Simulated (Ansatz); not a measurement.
C2H4OSi can be A, `O=C=C[SiH3]`, or B, `O=C1C[SiH2]1`.

Calculated with Ansatz (gas phase, PBE0-D4/def2-TZVP geometries, no zero-point term in ΔE). CCSD(T)/CBS adds triple-zeta CCSD(T) − MP2 to the extrapolated MP2 energy (def2 sets, frozen cores). DFT in def2-TZVPP. B3LYP here is the variant with VWN-RPA as its local correlation; programs differ in this.

(1) Which isomer does CCSD(T)/CBS put lower? Give the gap. (Best estimate.)

(2) Give E(B) − E(A) in kcal/mol with LDA (SPW92), HF/def2-TZVPP, r2SCAN-D4, B3LYP, BLYP-D4, CCSD/def2-TZVPP, B2PLYP. (Best estimate.)

(3) Does the order hold for the free energy at 298.15 K (harmonic terms from PBE0-D4)? (Estimate.)

Largest T1 diagnostic: 0.017.

Results:

(1) Computed: A, by 32.1 kcal/mol.

(2) The calculation gave: LDA (SPW92) 26.3, HF/def2-TZVPP 41.6, r2SCAN-D4 32.5, B3LYP 34.2, BLYP-D4 33.4, CCSD/def2-TZVPP 33.5, B2PLYP 34.7. None reverses the order clearly.

(3) The calculation gave: Yes: G(B) − G(A) = +32.8 kcal/mol.

Leaving LDA and LC-ωPBE aside and taking each functional with its dispersion term where it has one, the values, not all of them listed here, spread over 6.7 kcal/mol, from PBE-D4 to BHLYP-D4. LDA lies −2.9 kcal/mol from PBE without D4. At CCSD(T), def2-SVP lies +1.3 kcal/mol from the extrapolated value and def2-TZVPP +0.8 kcal/mol.
